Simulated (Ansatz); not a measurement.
`OBCCCl`, relaxed with RKS PBE0-D4/def2-TZVP in Ansatz from a PBE-D4/def2-SVP geometry. The force threshold is 0.005 eV/Å; the program also tests the step.

Charge 0, multiplicity 1.

Start:

```xyz
11

O     2.165   -0.130    0.710
B     1.117    0.226   -0.081
C    -0.327    0.311    0.556
C    -1.414   -0.207   -0.375
Cl   -1.088   -1.935   -0.834
H     3.010   -0.128    0.226
H     1.309    0.520   -1.256
H    -0.537    1.389    0.764
H    -0.365   -0.212    1.535
H    -1.446    0.360   -1.325
H    -2.424   -0.194    0.079
```

```
         step  energy (eV)  largest force (eV/Å)  largest move (Å)
            1  -17411.8391                 0.563             0.000
            2  -17411.8757                 0.206             0.019
            3  -17411.8797                 0.110             0.020
            4  -17411.8803                 0.063             0.010
            5  -17411.8808                 0.020             0.005
            6  -17411.8809                 0.010             0.009
            7  -17411.8812                 0.014             0.019
            8  -17411.8814                 0.010             0.025
            9  -17411.8814                 0.010             0.007
           10  -17411.8814                 0.011             0.007
11 (rejected)  -17411.8814                 0.009             0.002
           12  -17411.8814                 0.001             0.001
```

End:

```xyz
11

O     2.171   -0.052    0.716
B     1.115    0.208   -0.087
C    -0.319    0.278    0.549
C    -1.414   -0.195   -0.379
Cl   -1.159   -1.911   -0.835
H     3.012   -0.048    0.252
H     1.292    0.425   -1.259
H    -0.515    1.336    0.785
H    -0.357   -0.260    1.500
H    -1.422    0.365   -1.314
H    -2.404   -0.147    0.072
```

It took 31 s on 4 threads of an Arm Neoverse V2 on a shared host, with 0.47 GiB of host memory at the peak.
